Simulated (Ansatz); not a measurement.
System: C3H13NSi2, net charge 0, singlet state. 
Geometry from a B3LYP-D3(BJ)/def2-TZVP (Ansatz, a first-principles code) optimisation:
```
N
C 1 1.4508
H 2 1.0908 1 110.80
H 2 1.0958 3 107.76 1 120.91
H 2 1.0998 3 107.57 4 115.63
C 1 1.4519 2 113.00 3 177.29
H 6 1.0901 1 110.39 2 -176.41
H 6 1.0958 7 107.89 1 -120.59
H 6 1.1000 7 108.02 8 -115.95
Si 1 1.7308 2 121.12 3 -27.67
H 10 1.4859 1 106.43 2 168.25
H 10 1.4968 11 106.20 7 -101.65
Si 10 2.3461 11 110.55 12 -118.64
H 13 1.4872 10 108.60 11 55.65
H 13 1.4879 14 106.92 10 -119.07
C 13 1.8826 14 110.40 15 -119.23
H 16 1.0912 13 111.34 14 60.50
H 16 1.0913 17 108.32 13 -121.65
H 16 1.0914 17 108.23 18 -116.58
```

Total electronic energies in hartree. Valence correlation only, unless marked. Spin-orbit coupling is left out. No relativistic terms. Basis-set limits of correlation are two-point, X^-3; Hartree-Fock from the larger set. The bracket is a focal-point correction in the basis named.

```tsv
level	program	energy (Eh)
HF/aug-cc-pV(Q+d)Z	Ansatz	-753.61246
RI-HF/aug-cc-pV(Q+d)Z	Ansatz	-753.61236
PBE/def2-TZVPD	Ansatz	-755.42189
BLYP-D4/def2-TZVPD	Ansatz + dftd4	-755.89512
B3LYP/def2-TZVPD	Ansatz	-756.02941
PBE0/STO-3G	Ansatz	-746.62911
PBE0/6-31G*	Ansatz	-755.38927
PBE0-D3(BJ)/def2-TZVPD	Ansatz + dftd3	-755.52851
r2SCAN0-D4/def2-TZVPD	Ansatz + dftd4	-755.79407
HSE06/def2-TZVPD	Ansatz	-755.48864
CAM-B3LYP-D3(BJ)/def2-TZVPD	Ansatz + dftd3	-755.90216
LC-wPBE-D3(BJ)/def2-TZVPD	Ansatz + dftd3	-755.70961
RPA@PBE/cc-pV(T+d)Z	Ansatz	-755.27676
MP2/cc-pwCVTZ	Ansatz	-754.60757
RI-MP2/aug-cc-pV(Q+d)Z	Ansatz	-754.68633
RI-MP2/cc-pV(T+d)Z	Ansatz	-754.59312
RI-MP2/CBS(cc-pV(T+d)Z,cc-pV(Q+d)Z)	Ansatz	-754.7256
SCS-MP2/aug-cc-pV(D+d)Z	Ansatz	-754.38482
SCS-MP2/cc-pV(D+d)Z	Ansatz	-754.33588
CCSD/6-31G*	Ansatz	-754.25639
CCSD/cc-pV(D+d)Z	Ansatz	-754.41910
CCSD(T)/aug-cc-pV(T+d)Z	Ansatz	-754.73612
RI-MP2/CBS(aug-cc-pV(T+d)Z,aug-cc-pV(Q+d)Z)+[CCSD(T)-MP2]/aug-cc-pV(T+d)Z	Ansatz	-754.8491
```

Totals of different functionals don't rank their quality; only differences between species are comparable.
